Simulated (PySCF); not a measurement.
SMILES O[Si](O)(O)N[Si](O)(O)O (GFN2-xTB optimised geometry):

```
16

Si    -0.811     0.969    -1.346
O      0.822     1.088    -1.319
O     -1.343     0.247    -2.700
O     -1.391     2.483    -1.291
N     -1.276    -0.004     0.000
Si    -0.627    -1.609     0.000
O      0.995    -1.609     0.000
O     -1.176    -2.483     1.252
O     -1.160    -2.318    -1.372
H      1.221     1.833    -1.763
H     -1.297    -0.710    -2.698
H     -2.313     2.609    -1.495
H     -1.414     0.453     0.882
H      1.414    -0.914    -0.505
H     -0.680    -2.459     2.063
H     -1.981    -2.799    -1.313
```

Computed with PBE0/def2-TZVP run with PySCF.

Problem. What are the frontier orbital energies and the dipole moment?

Solution. HOMO-2 -9.25 eV, HOMO-1 -9.03 eV, HOMO -7.77 eV, LUMO 0.31 eV, LUMO+1 1.10 eV; dipole moment 1.81 D.

On the same geometry PySCF with PBE/def2-TZVP gives HOMO-2 -7.54 eV, HOMO-1 -7.25 eV, HOMO -6.22 eV, LUMO -0.58 eV, LUMO+1 0.20 eV; dipole moment 1.74 D.

Meta-Löwdin charges at PBE0/def2-TZVP: Si1 1.53, O2 -0.78, O3 -0.78, O4 -0.76, N5 -0.87, Si6 1.53, O7 -0.77, O8 -0.76, O9 -0.77, H10 0.36, H11 0.36, H12 0.36, H13 0.26, H14 0.37, H15 0.36, H16 0.37.
